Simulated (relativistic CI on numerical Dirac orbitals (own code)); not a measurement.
Hyperfine structure of Rb XI, mass number 85

Computed by Dirac-Coulomb-Breit CI, orbitals from a KLI potential per configuration, a model potential for QED, unscaled Slater integrals (own radial code, finite nucleus).

CI space (outside the closed core [Ne]): 3s²3p⁶3d⁹, 3s²3p⁵3d¹⁰, 3s3p⁶3d¹⁰, 3s²3p⁶3d⁸4s, 3s²3p⁶3d⁸4p, 3s²3p⁶3d⁸4d, 3s²3p⁶3d⁷4s², 3s²3p⁶3d⁷4s4p, 3s²3p⁶3d⁸4f, 3s²3p⁶3d⁸5s, 3s²3p⁶3d⁷4p², 3s²3p⁶3d⁸5p, 3s²3p⁶3d⁷4s4d, 3s²3p⁶3d⁸5d, 3s²3p⁶3d⁷4p4d, 3s²3p⁵3d⁹4s. Levels of other configurations are missing.

Nuclear spin I = 5/2, μ = 1.35306 μN, Q = 0.276 b (tables of Stone and Pyykkö). The electronic factors are computed for point nuclear moments, without core polarisation or the Bohr-Weisskopf and QED corrections.

| Level | E (eV) | A (MHz) | B (MHz) |
| --- | --- | --- | --- |
| 3s²3p⁶3d⁹ ²D5/2 | 0.000 | 1168 | -1210 |
| 3s²3p⁶3d⁹ ²D3/2 | 1.526 | 2784 | -875 |
| 3s²3p⁶3d⁸4s ⁴F9/2 | 115.743 | 4407 | -641 |
| 3s²3p⁶3d⁸4s ⁴F7/2 | 116.440 | 172.8 | -469 |
| 3s²3p⁶3d⁸4s ⁴F5/2 | 117.325 | 130.8 | -262 |
| 3s²3p⁶3d⁸4s ⁴F3/2 | 117.772 | -3213 | -225 |
| 3s²3p⁶3d⁸4s ²F7/2 | 117.832 | 3617 | -585 |
| 3s²3p⁶3d⁸4s ²F5/2 | 118.873 | 5271 | -367 |

Levels with J = 0, under 50 % of one LS term, or S terms without an open s electron are left out. Small factors come from cancelling terms and can be off by tens of per cent or more.

At this charge energies of transitions that change n are usually good to better than 1 %, and those within a shell (Δn = 0) to a few per cent.

Q: Give the hyperfine levels of 3s²3p⁶3d⁹ ²D5/2 relative to its centre of gravity.

A: With K = F(F + 1) − I(I + 1) − J(J + 1), E = AK/2 + B[¾K(K + 1) − I(I + 1)J(J + 1)]/[2I(2I − 1)J(2J − 1)]: F = 0: -11060, F = 1: -9606, F = 2: -6800, F = 3: -2862, F = 4: 1882, F = 5: 6999 MHz.

LS names give the leading component of a level, which can be under half, so a name can repeat, a term be missing and a line seem to break the LS rules.
